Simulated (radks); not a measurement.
Task: Co III, configuration [Ar] 3d7 (the NIST ground configuration). Method: Dirac Kohn-Sham, PBE, spin-unpolarised, spherical densities, point nucleus; open shells are shared between the two j in proportion to 2j + 1; computed with a radial shooting solver on a logarithmic mesh with Libxc functionals.

Spin-orbit splittings of the eigenvalues, e(l+1/2) - e(l-1/2), with zeta = 2 splitting/(2l+1) and mean radii in bohr:

| shell | occ. | splitting (eV) | zeta (eV) | <r> j=l-1/2 | <r> j=l+1/2 |
|---|---|---|---|---|---|
| 2p | 6 | ? | ? | 0.2228 | 0.2259 |
| 3p | 6 | 1.847 | 1.232 | 0.8099 | 0.8196 |
| 3d | 7 | 0.1981 | 0.07923 | 1.018 | 1.024 |

Estimate the 2p splitting.

Result: 14.83 eV (zeta = 9.885 eV).
